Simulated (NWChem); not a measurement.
System: InBrCl2; SMILES [Cl][In]([Cl])[Br]

Here is an NWChem input.

```
start job
memory heap 200 mb stack 900 mb global 1100 mb
geometry units angstroms noautoz
  In     0.000000     0.000000     0.372124
  Cl     0.000000    -1.999413     1.556605
  Cl     0.000000     1.999413     1.556605
  Br     0.000000     0.000000    -2.079400
end
basis spherical
  * library def2-svpd
end
ecp
  In library def2-ecp
end
dft
  xc pbe0
  iterations 150
end
tddft
  cis
  nroots 6
  notriplet
end
task tddft energy
```

Excerpt of the output:

```
             Northwest Computational Chemistry Package (NWChem) 7.3.0
             --------------------------------------------------------

 C2V symmetry detected

                             Geometry "geometry" -> ""
                             -------------------------

 Output coordinates in angstroms (scale by  1.889725989 to convert to a.u.)

  No.       Tag          Charge          X              Y              Z
 ---- ---------------- ---------- -------------- -------------- --------------
    1 In                  49.0000     0.00000000     0.00000000     0.38585581
    2 Cl                  17.0000     0.00000000    -1.99941300     1.57033681
    3 Cl                  17.0000     0.00000000     1.99941300     1.57033681
    4 Br                  35.0000     0.00000000     0.00000000    -2.06566819

 Effective nuclear repulsion energy (a.u.)     939.5585651616

      Symmetry information
      --------------------

 Group name             C2v
 Group number             16
 Group order               4
 No. of unique centers     3

                                 NWChem DFT Module
                                 -----------------

 Summary of "ao basis" -> "ao basis" (spherical)
 ------------------------------------------------------------------------------
       Tag                 Description            Shells   Functions and Types
 ---------------- ------------------------------  ------  ---------------------
 In                        def2-svpd                12       32   5s4p3d
 Cl                        def2-svpd                11       27   5s4p2d
 Br                        def2-svpd                15       41   6s5p4d

      Symmetry analysis of basis
      --------------------------

        a1         53
        a2         15
        b1         24
        b2         35

            General Information
            -------------------
          SCF calculation type: DFT
          Wavefunction type:  closed shell.
          No. of atoms     :     4
          No. of electrons :    90
           Alpha electrons :    45
            Beta electrons :    45
          Charge           :     0
          Spin multiplicity:     1
          Use of symmetry is: off; symmetry adaption is: on
          Maximum number of iterations: 150
          AO basis - number of functions:   127
                     number of shells:    49
          Convergence on energy requested:  1.00D-06
          Convergence on density requested:  1.00D-05
          Convergence on gradient requested:  5.00D-04

              XC Information
              --------------
                         PBE0 Method XC Functional
                     Hartree-Fock (Exact) Exchange  0.250
          PerdewBurkeErnzerhof Exchange Functional  0.750
            Perdew 1991 LDA Correlation Functional  1.000 local
           PerdewBurkeErnz. Correlation Functional  1.000 non-local

             Grid Information
             ----------------
          Grid used for XC integration:  medium
          Radial quadrature: Mura-Knowles
          Angular quadrature: Lebedev.
          Tag              B.-S. Rad. Rad. Pts. Rad. Cut. Ang. Pts.
          ---              ---------- --------- --------- ---------
          In                  1.55      123          13.0       590
          Cl                  1.00       88          14.0       590
          Br                  1.15      112          14.0       590
          Grid pruning is: on
          Number of quadrature shells:   411
          Spatial weights used:  Erf1

      Superposition of Atomic Density Guess
      -------------------------------------

 Sum of atomic energies:       -3708.79619663

      Non-variational initial energy
      ------------------------------

 Total energy =   -3680.372722
 1-e energy   =   -6206.524031
 2-e energy   =    2014.910051
 HOMO         =      -0.409736
 LUMO         =      -0.091600

      Symmetry analysis of molecular orbitals - initial
      -------------------------------------------------

  Numbering of irreducible representations:

     1 a1          2 a2          3 b1          4 b2

  Orbital symmetries:

[...]

                                NWChem TDDFT Module
                                -------------------

            General Information
            -------------------
           No. of orbitals :     254
            Alpha orbitals :     127
             Beta orbitals :     127
        Alpha frozen cores :       0
         Beta frozen cores :       0
     Alpha frozen virtuals :       0
      Beta frozen virtuals :       0
         Spin multiplicity :       1
    Number of AO functions :     127
        Use of symmetry is : off
      Symmetry adaption is : on
         Schwarz screening :  0.10D-07

              XC Information
              --------------
                  PBE0 Method XC Functional
              Hartree-Fock (Exact) Exchange   0.25
   PerdewBurkeErnzerhof Exchange Functional   0.75
     Perdew 1991 LDA Correlation Functional   1.00 local
    PerdewBurkeErnz. Correlation Functional   1.00 non-local

             TDDFT Information
             -----------------
          Calculation type : Tamm-Dancoff TDDFT
         Wavefunction type : Restricted singlets
          No. of electrons :      90
           Alpha electrons :      45
            Beta electrons :      45
              No. of roots :       6
          Max subspacesize :    5200
            Max iterations :     100
               Target root :       1
           Target symmetry : none
      Symmetry restriction : off
                 Algorithm : Optimal
        Davidson threshold :  0.10D-03

    6 smallest eigenvalue differences (eV)
--------------------------------------------------------
  No. Spin  Occ  Vir  Irrep   E(Occ)    E(Vir)   E(Diff)
--------------------------------------------------------
    1    1   45   46 b2       -0.333    -0.122     5.745
    2    1   44   46 b1       -0.339    -0.122     5.892
    3    1   43   46 b2       -0.350    -0.122     6.196
    4    1   42   46 a1       -0.351    -0.122     6.219
    5    1   41   46 a2       -0.354    -0.122     6.304
    6    1   40   46 b1       -0.368    -0.122     6.694
--------------------------------------------------------

  Entering Davidson iterations
  Restricted singlet excited states

  Iter   NTrls   NConv    DeltaV     DeltaE      Time
  ----  ------  ------  ---------  ---------  ---------
    1      6       0     0.77E-01   0.10+100       40.9
    2     12       0     0.25E-01   0.13E-01       40.8
    3     18       0     0.82E-02   0.95E-03       40.6
    4     24       2     0.22E-02   0.54E-04       40.4
    5     28       4     0.71E-03   0.58E-05       36.9
    6     30       5     0.19E-03   0.76E-06       33.3
    7     31       5     0.11E-03   0.65E-07       29.9
    8     32       6     0.92E-04   0.98E-08       30.1
  ----  ------  ------  ---------  ---------  ---------
  Convergence criterion met

  Ground state a1      -3683.657724953609 a.u.

  ----------------------------------------------------------------------------
  Root   1 singlet b2             0.164530173 a.u.                4.4771 eV
  ----------------------------------------------------------------------------
     Transition Moments    X  0.00000   Y -0.35078   Z -0.00000
     Dipole Oscillator Strength                    0.0134967328
     Electric Quadrupole                           0.0000000005
     Magnetic Dipole                               0.0000000018
     Total Oscillator Strength                     0.0134967350

     Occ.   38  b2  ---  Virt.   46  a1       0.06513
     Occ.   43  b2  ---  Virt.   46  a1      -0.10540
     Occ.   45  b2  ---  Virt.   46  a1       0.98834
  ----------------------------------------------------------------------------
  Root   2 singlet b1             0.168137962 a.u.                4.5753 eV
  ----------------------------------------------------------------------------
     Transition Moments    X -0.16584   Y -0.00000   Z  0.00000
     Dipole Oscillator Strength                    0.0030826698
     Electric Quadrupole                           0.0000000378
     Magnetic Dipole                               0.0000000566
     Total Oscillator Strength                     0.0030827641

     Occ.   44  b1  ---  Virt.   46  a1       0.99657
  ----------------------------------------------------------------------------
  Root   3 singlet b2             0.180837725 a.u.                4.9208 eV
  ----------------------------------------------------------------------------
     Transition Moments    X  0.00000   Y -0.47000   Z  0.00000
     Dipole Oscillator Strength                    0.0266317661
     Electric Quadrupole                           0.0000000106
     Magnetic Dipole                               0.0000000344
     Total Oscillator Strength                     0.0266318111

     Occ.   38  b2  ---  Virt.   46  a1       0.12864
     Occ.   41  a2  ---  Virt.   47  b1      -0.07549
     Occ.   42  a1  ---  Virt.   50  b2      -0.05847
     Occ.   43  b2  ---  Virt.   46  a1       0.98044
     Occ.   45  b2  ---  Virt.   46  a1       0.09269
  ----------------------------------------------------------------------------
  Root   4 singlet a2             0.181837213 a.u.                4.9480 eV
  ----------------------------------------------------------------------------
     Transition Moments    X  0.00000   Y -0.00000   Z -0.00000
     Dipole Oscillator Strength                    0.0000000000
     Electric Quadrupole                           0.0000000460
     Magnetic Dipole                               0.0000000894
     Total Oscillator Strength                     0.0000001354

[...]
```

Level: PBE0/def2-SVPD with def2 effective core potentials on In, TDA. All runs use the structure optimised with PBE0/def2-SVP. Not confirmed as a minimum by frequencies. def2 effective core potentials on In; no spin-orbit coupling.
